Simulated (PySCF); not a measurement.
C6H15B, charge -1, doublet, at a GFN2-xTB geometry (a state made from the parent by changing its charge; the spin is typed, not shown lowest) (in this run its highest filled SCF level lies above zero, so its values depend strongly on the basis, on diffuse functions most of all); R2SCAN/STO-3G (PySCF).

Input for PySCF:
```python
from pyscf import gto, scf, dft

mol = gto.Mole()
mol.atom = '''
    B    -0.199781   -0.261703   -0.081444
    C     0.987355    0.439794   -0.965433
    C     1.891906   -0.547391   -1.728562
    H     1.654347    1.049172   -0.334151
    H     0.574586    1.127098   -1.719802
    H     1.297747   -1.145029   -2.420808
    H     2.377066   -1.232119   -1.032686
    H     2.678311   -0.043437   -2.308481
    C    -1.719786    0.053635   -0.585278
    C    -2.198504    1.499230   -0.319077
    H    -2.453312   -0.610837   -0.102603
    H    -1.826985   -0.119859   -1.666512
    H    -1.536195    2.208516   -0.814528
    H    -2.172010    1.708068    0.749726
    H    -3.222057    1.685735   -0.676075
    C     0.010949   -0.190215    1.540641
    C     1.065438   -1.167370    2.082391
    H    -0.931885   -0.403434    2.064203
    H     0.320482    0.816577    1.884593
    H     2.031088   -0.968531    1.618472
    H     0.788510   -2.195800    1.846443
    H     1.195068   -1.093703    3.171340
'''
mol.basis = 'sto-3g'
mol.charge = -1
mol.spin = 1
mol.verbose = 4
mol.build()

mf = dft.UKS(mol)
mf.xc = 'r2scan'
mf.init_guess = 'mod_huckel'
mf.kernel()
mf.analyze()
```

**Question.** Write the output that PySCF gives for this input, abridged.

**Answer.** 
```
PySCF version 2.14.0

[INPUT] verbose = 4
[INPUT] num. atoms = 22
[INPUT] num. electrons = 57
[INPUT] charge = -1
[INPUT] spin (= nelec alpha-beta = 2S) = 1
[INPUT] symmetry False subgroup None
[INPUT] Mole.unit = angstrom
[INPUT] Symbol           X                Y                Z      unit          X                Y                Z       unit  Magmom
[...]
nuclear repulsion = 293.610165778581
number of shells = 36
number of NR pGTOs = 150
number of NR cGTOs = 50
basis = sto-3g
ecp = {}

******** <class 'pyscf.dft.uks.UKS'> ********
method = UKS
initial guess = mod_huckel
damping factor = 0
level_shift factor = 0
DIIS = <class 'pyscf.scf.diis.CDIIS'>
diis_start_cycle = 1
diis_space = 8
diis_damp = 0
SCF conv_tol = 1e-09
SCF conv_tol_grad = None
SCF max_cycles = 50
direct_scf = True
direct_scf_tol = 1e-13
number electrons alpha = 29  beta = 28
XC library pyscf.dft.libxc version 7.1.2
    S. Lehtola, C. Steigemann, M. J. T. Oliveira, and M. A. L. Marques,  SoftwareX 7, 1–5 (2018)
XC functionals = r2scan
    J. W. Furness, A. D. Kaplan, J. Ning, J. P. Perdew, and J. Sun,  J. Phys. Chem. Lett. 11, 8208–8215 (2020)
    J. W. Furness, A. D. Kaplan, J. Ning, J. P. Perdew, and J. Sun,  J. Phys. Chem. Lett. 11, 9248–9248 (2020)
    J. W. Furness, A. D. Kaplan, J. Ning, J. P. Perdew, and J. Sun,  J. Phys. Chem. Lett. 11, 8208–8215 (2020)
    J. W. Furness, A. D. Kaplan, J. Ning, J. P. Perdew, and J. Sun,  J. Phys. Chem. Lett. 11, 9248–9248 (2020)
radial grids:
    Treutler-Ahlrichs [JCP 102, 346 (1995); DOI:10.1063/1.469408] (M4) radial grids

becke partition: Becke, JCP 88, 2547 (1988); DOI:10.1063/1.454033
pruning grids: <function nwchem_prune>
grids dens level: 3
symmetrized grids: False
atomic radii adjust function: <function treutler_atomic_radii_adjust>
small_rho_cutoff = 0
Set gradient conv threshold to 3.16228e-05
Initial guess from on-the-fly Huckel, doi:10.1021/acs.jctc.8b01089,
employing the updated GWH rule from doi:10.1021/ja00480a005.
Spherically averaged atomic HF for {'H', 'B', 'C'}

******** <class 'pyscf.scf.atom_hf.AtomSphAverageRHF'> ********
method = AtomSphAverageRHF
initial guess = minao
damping factor = 0
level_shift factor = 0
DIIS = <class 'pyscf.scf.diis.CDIIS'>
diis_start_cycle = 1
diis_space = 8
diis_damp = 0
SCF conv_tol = 1e-09
SCF conv_tol_grad = None
SCF max_cycles = 50
direct_scf = True
direct_scf_tol = 1e-13
atom = B
Set gradient conv threshold to 3.16228e-05
Initial guess from minao.
init E= -23.9245780263925
cycle= 1 E= -23.9308579815754  delta_E= -0.00628  |g|=    0  |ddm|= 0.0443
cycle= 2 E= -23.9308579815754  delta_E=    0  |g|=    0  |ddm|=    0
Extra cycle  E= -23.9308579815754  delta_E=    0  |g|=    0  |ddm|=    0
Atomic HF for atom  B  converged. SCF energy = -23.9308579815754

******** <class 'pyscf.scf.atom_hf.AtomSphAverageRHF'> ********
method = AtomSphAverageRHF
initial guess = minao
damping factor = 0
level_shift factor = 0
DIIS = <class 'pyscf.scf.diis.CDIIS'>
diis_start_cycle = 1
diis_space = 8
diis_damp = 0
SCF conv_tol = 1e-09
SCF conv_tol_grad = None
SCF max_cycles = 50
direct_scf = True
direct_scf_tol = 1e-13
atom = C
Set gradient conv threshold to 3.16228e-05
Initial guess from minao.
init E= -36.7517431777338
cycle= 1 E= -36.7619269638614  delta_E= -0.0102  |g|=    0  |ddm|= 0.0245
cycle= 2 E= -36.7619269638615  delta_E= -2.13e-14  |g|=    0  |ddm|= 1.91e-15
Extra cycle  E= -36.7619269638615  delta_E=    0  |g|=    0  |ddm|=    0
Atomic HF for atom  C  converged. SCF energy = -36.7619269638615

******** 1 electron system ********
Atomic HF for atom  H  converged. SCF energy = -0.466581849557275

tot grids = 245880
init E= -239.800782120473
cycle= 1 E= -257.949519694536  delta_E= -18.1  |g|= 1.31  |ddm|= 13.5
cycle= 2 E= -258.198492837011  delta_E= -0.249  |g|= 1.17  |ddm|= 3.43
cycle= 3 E= -259.099296546097  delta_E= -0.901  |g|= 0.0473  |ddm|= 1.63
cycle= 4 E= -259.100916279155  delta_E= -0.00162  |g|= 0.0241  |ddm|= 0.142
cycle= 5 E= -259.101370531418  delta_E= -0.000454  |g|= 0.00398  |ddm|= 0.0449
cycle= 6 E= -259.101385898892  delta_E= -1.54e-05  |g|= 0.00205  |ddm|= 0.00945
cycle= 7 E= -259.101389562603  delta_E= -3.66e-06  |g|= 0.000718  |ddm|= 0.00435
cycle= 8 E= -259.101390152474  delta_E= -5.9e-07  |g|= 9.59e-05  |ddm|= 0.00196
cycle= 9 E= -259.101390164547  delta_E= -1.21e-08  |g|= 4.6e-05  |ddm|= 0.000274
cycle= 10 E= -259.101390166409  delta_E= -1.86e-09  |g|= 1.94e-05  |ddm|= 0.000106
cycle= 11 E= -259.101390166731  delta_E= -3.22e-10  |g|= 4.38e-06  |ddm|= 4.02e-05
Extra cycle  E= -259.101390166745  delta_E= -1.38e-11  |g|= 3.19e-06  |ddm|= 1.2e-05
converged SCF energy = -259.101390166745  <S^2> = 0.75445677  2S+1 = 2.0044518
**** SCF Summaries ****
Total Energy =                        -259.101390166745034
Nuclear Repulsion Energy =             293.610165778580665
One-electron Energy =                 -942.979161276079367
Two-electron Energy =                  390.267605330753668
Two-electron Coulomb Energy =          432.922601911694471
DFT Exchange-Correlation Energy =      -42.654996580940775
**** MO energy ****
                             alpha | beta                alpha | beta
[...]
To work with the spin densities directly, `use mulliken_meta_spin()` only printing them here.

 ** Mulliken spin pop alpha/beta on meta-lowdin orthogonal AOs **
 ** Mulliken Spin Density (per AO)  **
spin_pop of  0 B 1s        0.00001
spin_pop of  0 B 2s        0.13299
spin_pop of  0 B 2px       0.03275
spin_pop of  0 B 2py       0.75520
spin_pop of  0 B 2pz       0.05748
spin_pop of  1 C 1s        0.00000
spin_pop of  1 C 2s       -0.00878
spin_pop of  1 C 2px      -0.01104
spin_pop of  1 C 2py      -0.01419
spin_pop of  1 C 2pz      -0.00697
spin_pop of  2 C 1s        0.00000
spin_pop of  2 C 2s        0.01012
spin_pop of  2 C 2px       0.00598
spin_pop of  2 C 2py       0.00757
spin_pop of  2 C 2pz       0.00475
spin_pop of  3 H 1s        0.01207
spin_pop of  4 H 1s        0.00926
spin_pop of  5 H 1s       -0.00157
spin_pop of  6 H 1s       -0.00152
spin_pop of  7 H 1s        0.00054
spin_pop of  8 C 1s        0.00000
spin_pop of  8 C 2s       -0.00803
spin_pop of  8 C 2px      -0.02148
spin_pop of  8 C 2py      -0.01033
spin_pop of  8 C 2pz      -0.00500
spin_pop of  9 C 1s        0.00000
spin_pop of  9 C 2s        0.01153
spin_pop of  9 C 2px       0.00159
spin_pop of  9 C 2py       0.02419
spin_pop of  9 C 2pz       0.00352
spin_pop of  10 H 1s        0.00848
spin_pop of  11 H 1s        0.00667
spin_pop of  12 H 1s       -0.00191
spin_pop of  13 H 1s       -0.00189
spin_pop of  14 H 1s        0.00315
spin_pop of  15 C 1s        0.00000
spin_pop of  15 C 2s       -0.00899
spin_pop of  15 C 2px      -0.00348
spin_pop of  15 C 2py      -0.00946
spin_pop of  15 C 2pz      -0.02143
spin_pop of  16 C 1s        0.00000
spin_pop of  16 C 2s        0.00721
spin_pop of  16 C 2px       0.00701
spin_pop of  16 C 2py       0.00384
spin_pop of  16 C 2pz       0.00203
spin_pop of  17 H 1s        0.00230
spin_pop of  18 H 1s        0.02840
spin_pop of  19 H 1s       -0.00116
spin_pop of  20 H 1s       -0.00129
spin_pop of  21 H 1s       -0.00012
 ** Mulliken Spin Density (per atom)  **
spin density of  0 B =      0.97843
spin density of  1 C =     -0.04098
spin density of  2 C =      0.02842
spin density of  3 H =      0.01207
spin density of  4 H =      0.00926
spin density of  5 H =     -0.00157
spin density of  6 H =     -0.00152
spin density of  7 H =      0.00054
spin density of  8 C =     -0.04484
spin density of  9 C =      0.04084
spin density of  10 H =      0.00848
spin density of  11 H =      0.00667
spin density of  12 H =     -0.00191
spin density of  13 H =     -0.00189
spin density of  14 H =      0.00315
spin density of  15 C =     -0.04336
spin density of  16 C =      0.02009
spin density of  17 H =      0.00230
spin density of  18 H =      0.02840
spin density of  19 H =     -0.00116
spin density of  20 H =     -0.00129
spin density of  21 H =     -0.00012
 ** Mulliken pop alpha/beta on meta-lowdin orthogonal AOs **
 ** Mulliken pop       alpha | beta **
In total            29.00000 | 28.00000
 ** Mulliken atomic charges   ( Nelec_alpha | Nelec_beta ) **
charge of  0B =     -0.21554  (     3.09698      2.11855 )
charge of  1C =     -0.13852  (     3.04877      3.08975 )
charge of  2C =     -0.14373  (     3.08607      3.05765 )
charge of  3H =     -0.01044  (     0.51125      0.49919 )
charge of  4H =     -0.00947  (     0.50936      0.50011 )
charge of  5H =      0.01977  (     0.48933      0.49090 )
charge of  6H =      0.02092  (     0.48878      0.49030 )
charge of  7H =     -0.00009  (     0.50032      0.49978 )
charge of  8C =     -0.13495  (     3.04506      3.08989 )
charge of  9C =     -0.14627  (     3.09355      3.05271 )
charge of  10H =     -0.01280  (     0.51064      0.50216 )
charge of  11H =     -0.01180  (     0.50923      0.50257 )
charge of  12H =      0.02225  (     0.48792      0.48983 )
charge of  13H =      0.02264  (     0.48773      0.48963 )
charge of  14H =     -0.00114  (     0.50214      0.49899 )
charge of  15C =     -0.13632  (     3.04648      3.08984 )
charge of  16C =     -0.14284  (     3.08147      3.06138 )
charge of  17H =     -0.00933  (     0.50582      0.50352 )
charge of  18H =     -0.01571  (     0.52205      0.49366 )
charge of  19H =      0.02336  (     0.48774      0.48890 )
charge of  20H =      0.01962  (     0.48954      0.49084 )
charge of  21H =      0.00038  (     0.49975      0.49987 )

WARN: System has nonzero charge -1; the dipole moment is origin-dependent.
Location of origin: [0. 0. 0.]

Dipole moment(X, Y, Z, Debye):  0.68865,  0.29276,  0.15609
```
